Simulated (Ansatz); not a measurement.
C4H5FO2 (SMILES C=C(F)C(=O)OC), singlet, at a GFN2-xTB geometry; CAM-B3LYP/6-311G** (Ansatz, a first-principles code).

Here is a job for Ansatz.
Ansatz 0.2 input:
```yaml
crystal:
  periodic: [false, false, false]
  atoms:
    - {symbol: C, position_ang: [-2.15014687, -0.55085453, -0.73440341]}
    - {symbol: C, position_ang: [-1.07404008, -0.49982847, 0.03576137]}
    - {symbol: F, position_ang: [-1.02793564, -1.13924091, 1.21755393]}
    - {symbol: C, position_ang: [0.16204153, 0.25253455, -0.32244262]}
    - {symbol: O, position_ang: [0.28142013, 0.87837169, -1.34564682]}
    - {symbol: O, position_ang: [1.09786179, 0.14632852, 0.61587585]}
    - {symbol: C, position_ang: [2.31646759, 0.83011244, 0.36603768]}
    - {symbol: H, position_ang: [-2.14763970, -0.02623542, -1.67173638]}
    - {symbol: H, position_ang: [-3.02673030, -1.10314185, -0.44715679]}
    - {symbol: H, position_ang: [2.94229270, 0.66177945, 1.23824123]}
    - {symbol: H, position_ang: [2.79381919, 0.43491816, -0.53299557]}
    - {symbol: H, position_ang: [2.12949060, 1.89646219, 0.22411180]}
basis:
  gaussian:
    orbitals: 6-311G__.json
    final_grid: {core_spheres: 10, valence_spheres: 20, degree: 41}
hamiltonian:
  xc: cam_b3lyp
```
The basis file holds 6-311G** in the JSON format of the Basis Set Exchange.

The log (banner, timings and long lists left out):

```
Functional definition: CAM-B3LYP
1278 factors; their error is unknown
379 factors; integrals over basis functions are off by at most 1.1e-5 eV
mean field evaluation 1: about -11031.8004 eV, gradient 6.2e1 eV
mean field evaluation 2: about -11028.1330 eV, gradient 7.9e1 eV
mean field evaluation 4: about -11038.4804 eV, gradient 4.6e0 eV
mean field evaluation 8: about -11038.5150 eV, gradient 2.6e-1 eV
mean field evaluation 16: about -11038.4756 eV, gradient 1.2e-4 eV
mean field -11038.47555775 eV, -405.6564945997 hartree, gradient 5.4e-5 eV, S^2 0.000000; 0 other end points of the search recorded, 0 dependent functions left out
reference -11038.47568098 eV, -405.6564991285 hartree; 27, 27 occupied and 129, 129 virtual orbitals, 1278 factors
Total energy: -11038.47568098 eV, -405.6564991285 hartree
```
